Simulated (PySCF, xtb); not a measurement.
W(NH)(F)(Cl)3 (Cl3FHNW), SMILES [NH]=[W]([F])([Cl])([Cl])[Cl], multiplicity 1.

Harmonic wavenumbers (cm⁻¹) from xtb with GFN2-xTB at its own minimum, in rising order: 61, 74, 156, 157, 187, 218, 274, 285, 313, 333, 389, 671, 674, 938, 3424.

Problem. What does PBE0-D3(BJ)/def2-SVP (PySCF) give at its own minimum? (An estimate is asked for; the answer gives what the named calculation found.)

Solution. 59, 80, 145, 166, 206, 233, 312, 337, 409, 414, 697, 747, 784, 1026, 3623. Paired by order, the mean absolute difference is 74 cm⁻¹ and the zero-point energies are 11.7 and 13.2 kcal/mol.
